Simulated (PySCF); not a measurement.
## C₆ coefficients of unlike pairs at wB97X

Calculated with PySCF 2.14 from the dipole response of each species, C₆(A,B) = (3/π) ∫ α_A(iu) α_B(iu) du, in atomic units, from isotropic polarisabilities. For ions this is the dispersion term alone; charge-induced terms of lower order in 1/R come first.

```tsv
species	configuration	basis	relativity	α (bohr³)	C₆ (like pair)
Be⁺	[He] 2s1 (2S)	aug-cc-pVDZ (4s3p2d)	none	24.67	71.49
Zr³⁺	[Kr] 4d1 (2D)	aug-cc-pVTZ-PP with one added diffuse shell each of s, p, d, f, g type with ECP28MDF (7s7p6d4f3g)	core potential	5.595	22.77
Hg³⁺	[Xe] 4f14 5d9 (2D)	aug-cc-pVTZ-PP with ECP60MDF (6s6p5d3f2g)	core potential	5.661	32.57
Kr⁺	[Ar] 3d10 4s2 4p5 (2P)	aug-cc-pVQZ-DK (8s7p5d3f2g)	spin-free X2C	10.82	66.41
```

Question: Estimate C₆ for Zr³⁺ with Be⁺.

Answer: The integral gives 27.89. The combination rule 2 C_A C_B / (C_A α_B/α_A + C_B α_A/α_B) gives 27.91 and the geometric mean 40.34.

No spin-orbit coupling is included.

The other pairs:

```csv
pair,C₆
"Hg³⁺, Zr³⁺",26.98
"Kr⁺, Hg³⁺",44.44
"Kr⁺, Zr³⁺",38.32
"Hg³⁺, Be⁺",29.80
"Kr⁺, Be⁺",52.55
```
